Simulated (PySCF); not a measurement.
**Löwdin shares of the frontier orbitals**

Species: Si₅H₁₂.
Numbering: `[SiH3:1][Si:2]([SiH3:3])([SiH3:4])[SiH3:5]` (hydrogens: H6, H7, H8 on Si1; H9, H10, H11 on Si3; H12, H13, H14 on Si4; H15, H16, H17 on Si5)

Geometry (GFN2-xTB, Å), atoms numbered from 1 in this order:
```xyz
17
Si5H12 angstrom
Si    -0.407   -0.874   -2.139
Si    -0.002   -0.001   -0.002
Si    -0.012    2.341   -0.099
Si    -1.671   -0.727    1.473
Si     2.088   -0.738    0.762
H     -1.701   -0.451   -2.680
H     -0.412   -2.338   -2.155
H      0.603   -0.455   -3.115
H      0.243    2.956    1.206
H     -1.293    2.877   -0.564
H      1.008    2.868   -1.008
H     -3.010   -0.300    1.060
H     -1.723   -2.187    1.587
H     -1.477   -0.215    2.831
H      2.168   -2.198    0.850
H      3.185   -0.317   -0.112
H      2.406   -0.228    2.098
```

Method used: TDDFT CAM-B3LYP/def2-SVPD, vertical, gas phase, core orbitals frozen in the response (PySCF 2.14.0, density-fitted response routines).

Kohn–Sham orbitals with the atoms that hold most of them (Löwdin shares over 4%, at most four atoms):

```tsv
orbital	ε (eV)	atoms
HOMO-3	-11.20	Si5 17%, Si4 17%, H12 12%, H16 12%
HOMO-2	-9.43	Si2 31%, Si1 24%, Si4 14%, H8 5%
HOMO-1	-9.43	Si2 31%, Si3 16%, Si4 16%, Si1 7%
HOMO	-9.43	Si2 31%, Si5 23%, Si3 16%, H15 5%
LUMO	0.61	Si2 20%, Si5 16%, Si3 14%, Si4 10%
LUMO+1	0.62	Si2 20%, Si4 15%, Si1 14%, Si3 10%
LUMO+2	0.62	Si2 20%, Si1 13%, Si3 13%, Si4 12%
```

Within 0.005 eV of a neighbour in this list lie HOMO-2/HOMO-1/HOMO and LUMO/LUMO+1/LUMO+2 (point group found: Td); within a degenerate set the shares of single atoms can hang on how the components are chosen.

Q: How does S1 compare with the orbital gap of 10.04 eV?

A: S1 is at 6.79 eV (f = 0.0000), 3.25 eV below the gap, made of HOMO-2/HOMO-1/HOMO→LUMO/LUMO+1/LUMO+2 (≥63%). S1/S2/S3 lie within about 0.01 eV of each other. Without the coupling terms of the response equations the lowest excitation would equal the gap.

Next come S2 at 6.79 eV (f 0.0000), HOMO-2/HOMO-1/HOMO→LUMO/LUMO+1/LUMO+2 (≥62%); S3 at 6.79 eV (f 0.0000), HOMO-2/HOMO-1/HOMO→LUMO/LUMO+1/LUMO+2 (≥66%), HOMO-2/HOMO-1/HOMO→LUMO+4 (≥10%); S4 at 6.97 eV (f 0.0000), HOMO-2/HOMO-1/HOMO→LUMO/LUMO+1/LUMO+2 (≥80%); S5 at 6.97 eV (f 0.0000), HOMO-2/HOMO-1/HOMO→LUMO/LUMO+1/LUMO+2 (≥67%).

Orbitals of the list HOMO-3 to LUMO+2 that lie within 0.01 eV of each other are written together with a slash and their weights summed (≥ marks a lower bound); for degenerate orbitals outside that list single weights are arbitrary.

Löwdin shares depend on the basis, the more so with diffuse functions.
